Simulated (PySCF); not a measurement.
**Spin–spin couplings to the heavy atom in SMILES COC(=O)c1ccc(Br)cc1, C$_{8}$H$_{7}$BrO$_{2}$**

Geometry (Å), atoms numbered from 1 in this order:
```xyz
18

C     3.4337   -0.5240    0.0768
O     2.0537   -0.4225    0.3771
C     1.2741    0.0319   -0.6099
O     1.6964    0.3451   -1.6948
C    -0.1577    0.1019   -0.2170
C    -1.0761    0.5407   -1.1755
C    -2.4284    0.6269   -0.8682
C    -2.8576    0.2706    0.4113
Br   -4.6893    0.3846    0.8366
C    -1.9549   -0.1684    1.3804
C    -0.6039   -0.2520    1.0603
H     3.8574    0.4648   -0.1538
H     3.5983   -1.1801   -0.7905
H     3.9133   -0.9433    0.9687
H    -0.7054    0.8119   -2.1661
H    -3.1497    0.9677   -1.6125
H    -2.3104   -0.4409    2.3752
H     0.1167   -0.5934    1.8046
```

Level of theory for the indirect couplings: PBE/pcJ-1 (dyall-v2z on Br), isolated molecule, finite nuclei, PBE0-D3(BJ)/def2-SVP geometry (PySCF 2.14.0).

Non-relativistic values:
```json
{"coupling": "1J(79Br,13C)", "atoms": "Br9 – C8", "J (Hz)": "-173.4"}
{"coupling": "2J(79Br,13C)", "atoms": "Br9 – C7/C10", "J (Hz)": "2.4"}
{"coupling": "3J(79Br,13C)", "atoms": "Br9 – C6/C11", "J (Hz)": "3.7"}
{"coupling": "3J(79Br,1H)", "atoms": "Br9 – H16/H17", "J (Hz)": "4.8"}
{"coupling": "4J(79Br,13C)", "atoms": "Br9 – C5", "J (Hz)": "0.6"}
{"coupling": "4J(79Br,1H)", "atoms": "Br9 – H15/H18", "J (Hz)": "2.0"}
{"coupling": "5J(79Br,13C)", "atoms": "Br9 – C3", "J (Hz)": "0.7"}
{"coupling": "6J(79Br,17O)", "atoms": "Br9 – O4", "J (Hz)": "-1.0"}
```

What do two-component X2C with spin–orbit coupling give?

## Answers


```tsv
coupling	atoms	with spin–orbit (Hz)
1J(79Br,13C)	Br9 – C8	-182.9
2J(79Br,13C)	Br9 – C7/C10	0.7
3J(79Br,13C)	Br9 – C6/C11	3.4
3J(79Br,1H)	Br9 – H16/H17	5.2
4J(79Br,13C)	Br9 – C5	0.7
4J(79Br,1H)	Br9 – H15/H18	2.1
5J(79Br,13C)	Br9 – C3	0.8
6J(79Br,17O)	Br9 – O4	-1.0
```

The largest listed coupling, 1J(79Br,13C), ends at 1.05 times its non-relativistic value. Equivalent partners are averaged, as under fast rotation. Couplings to strongly quadrupolar nuclei (79Br) are seldom resolved in solution.
